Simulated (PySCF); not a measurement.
B3LYP has the VWN-RPA correlation part, as in Gaussian. Delta-SCF ions had no search for a lower state. Excitations are Tamm–Dancoff values on a coarser integration grid. The basis has no diffuse functions, so Rydberg states are missing or too high.

H$_{3}$BSi$_{2}$, SMILES `B1=[SiH][SiH2]1` (charge 0, multiplicity 1)

Level of theory: B3LYP-D3(BJ)/def2-TZVP in PySCF.

```yaml
HOMO: -5.86 eV
dipole_moment: 1.35 D
HOMO–LUMO gap: 3.22 eV
LUMO: -2.64 eV
S1 excitation (TDA): 1.96 eV
S1 oscillator strength: 0.007
T1 excitation (TDA): 1.57 eV
S1–T1 gap (TDA): 0.38 eV
vertical ionisation energy (Delta-SCF): 8.01 eV
total_energy: -605.5605 Ha
cost: very roughly 40 core-seconds
```

Bonds (Å): B1–Si2 1.763, B1–Si3 1.872, Si2–Si3 2.497, Si2–H4 1.478, Si3–H5 1.487, Si3–H6 1.487. Angles (°): Si2–B1–Si3 86.8, B1–Si2–Si3 48.4, B1–Si2–H4 167.1, Si3–Si2–H4 144.4, B1–Si3–Si2 44.8, B1–Si3–H5 125.7, B1–Si3–H6 125.4, Si2–Si3–H5 120.3, Si2–Si3–H6 120.8, H5–Si3–H6 106.7.
Charge 0, spin multiplicity 1.
